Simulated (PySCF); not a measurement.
Start geometry of AsAsAsSb tetrahedron, SbAs3 from GFN2-xTB (Å):
```
atom  x, y, z in Å
As1    0.7713    0.3796   -1.2042
As2   -1.0419   -0.9907   -0.4392
As3   -0.7794    1.1643    0.5253
Sb4    1.1333   -0.6435    1.0877
```

What comes out of this run: PBE0-D3(BJ)/def2-SVP geometry optimisation, gas phase, def2 core potentials past Kr (PySCF 2.14.0)?

```
atom  x, y, z in Å
As1    0.8351    0.4132   -1.2064
As2   -0.8789   -1.1536   -0.4606
As3   -0.8675    1.1405    0.3820
Sb4    0.9946   -0.4905    1.2545
```

The energy falls by 2.9 kcal/mol over 8 energy and gradient evaluations, the largest force component goes from 0.0202 to 1.3e-04 Eh/bohr, and the atoms move by 0.067 Å rms after alignment. The bond that changes most is As1–Sb4 (ends: arsenic bonded to 2 As and Sb; antimony bonded to 3 As), which lengthens by 0.091 Å. Bonds longer at the end by more than 0.005 Å: 3 of 6; shorter: 3. Among the angles that change most is As1–As3–Sb4, from 58.9° to 62.4°. Rotational constants go from 1174, 832.5, 814.1 to 1132, 830.7, 829.2 MHz. The orientation of the end geometry is arbitrary; only internal coordinates are fixed.

The run used 122 basis functions and 59 SCF cycles in all. On an Arm Neoverse V1 with one thread, shared host with 32 logical CPUs at a one-minute load of 27, this took 82 s of wall time and 0.52 GiB of memory at its peak.

Stationary, but not proved a minimum. One conformer, not necessarily the lowest.
